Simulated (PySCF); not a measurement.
A structure optimised at PBE0-D3(BJ)/def2-SVP, used in a PySCF frequency run:

```
Ta
O 1 1.7182
F 1 1.9049 2 113.01
N 1 1.9787 2 105.84 3 -120.82
H 4 1.0166 1 124.73 2 -0.37
H 4 1.0174 5 109.43 1 175.51
N 1 1.9787 2 105.84 4 -118.36
H 7 1.0166 1 124.73 2 0.37
H 7 1.0174 8 109.43 1 -175.51
```

Question: Write its SMILES, formula and point group.

Answer: [NH2][Ta]([NH2])(=[O])[F], FH4N2OTa, Cs

Question: What are its rotational constants (standard atomic weights)?

Answer: 3.1331, 3.1152, 2.7083 GHz
